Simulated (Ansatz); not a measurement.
Input for Ansatz (a first-principles code): U-wB97X-V/def2-TZVPP on CH4MgO (SMILES [CH3][Mg][OH]), a point of a bond scan (R = 1.202 Å).

Ansatz 0.2 input:
```yaml
crystal:
  periodic: [false, false, false]
  atoms:
    - {symbol: Mg, position_ang: [0.01243978, -0.08170774, 0.05863888]}
    - {symbol: C, position_ang: [-0.24275363, 1.59446996, -1.14429716]}
    - {symbol: H, position_ang: [-1.10509419, 2.31441973, -0.71601243]}
    - {symbol: H, position_ang: [-0.52403952, 1.31512017, -2.16281394]}
    - {symbol: H, position_ang: [0.67566808, 2.18360785, -1.20716694]}
    - {symbol: O, position_ang: [0.22953244, -1.50762973, 1.08197486]}
    - {symbol: H, position_ang: [0.34605594, -2.27298687, 1.63124580]}
basis:
  gaussian:
    orbitals: def2-TZVPP
hamiltonian:
  xc: {name: wB97X-V}
magnetization: {spin_polarized: true, initial_magnetization: 0}
```

It printed:

```
WARN ansatz: RAYON_NUM_THREADS=1 ignored (pool sized by the plan → 1); use --threads N
Functional definition: wB97X-V
integrals: 0.08 GiB planned
855 factors; their error is unknown
integrals: 0.11 GiB planned
225 factors; integrals over basis functions are off by at most 3.9e-5 eV
mean field: 0.86 GiB planned
mean field evaluation 1: about -8586.2960 eV, gradient 4.6e1 eV
mean field evaluation 2: about -8583.8117 eV, gradient 5.4e1 eV
mean field evaluation 4: about -8593.9086 eV, gradient 1.7e0 eV
mean field evaluation 8: about -8593.9278 eV, gradient 4.5e-2 eV
mean field evaluation 16: about -8593.9392 eV, gradient 8.0e-5 eV
mean field -8593.93916626 eV, -315.8214391789 hartree, gradient 8.0e-5 eV, S^2 0.000000; 0 other end points of the search recorded, 0 dependent functions left out
reference -8593.93916411 eV, -315.8214390997 hartree; 15, 15 occupied and 135, 135 virtual orbitals, 855 factors
Total energy: -8593.93916411 eV, -315.8214390997 hartree
```

The run converged.

Cost: around 11 core-seconds (rough).
